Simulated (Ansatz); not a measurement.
System: CaS, net charge 0, singlet state. 
Geometry from a B3LYP-D3(BJ)/def2-TZVP (Ansatz, a first-principles code) optimisation:
```xyz
2

Ca     0.0000     0.0000    -1.0302
S      0.0000     0.0000     1.2878
```

Wanted: vertical electron affinity (to the doublet state of charge -1; a negative value means that the extra electron is unbound and the number depends on the basis; each state is the SCF solution reached for its spin), in eV. Cores are frozen in the correlated levels unless marked. Open shells are spin-unrestricted. No spin-orbit coupling. Frozen are the shells of the preceding noble gas and the d and f shells that filled before the atom's block. The outer core of K, Ca and their heavier congeners is not correlated, a term that matters for these elements. No relativistic terms. Anions need diffuse functions: def2-D sets add few. CBS marks a two-point X^-3 extrapolation of the correlation energy; Hartree-Fock from the larger set.

```tsv
level	program	vertical electron affinity (eV)
PBE/def2-TZVPD	Ansatz	1.20
r2SCAN/def2-TZVPD	Ansatz	1.25
PBE0/def2-TZVPD	Ansatz	1.31
CAM-B3LYP/def2-TZVPD	Ansatz	1.37
wB97X-V/def2-TZVPD	Ansatz	1.30
CCSD/def2-QZVPPD	Ansatz	1.34
CCSD(T)/def2-TZVPPD	Ansatz	1.29
CCSD(T)/def2-QZVPPD	Ansatz	1.31
CCSD(T)/CBS(def2-TZVPPD,def2-QZVPPD)	Ansatz	1.32
```
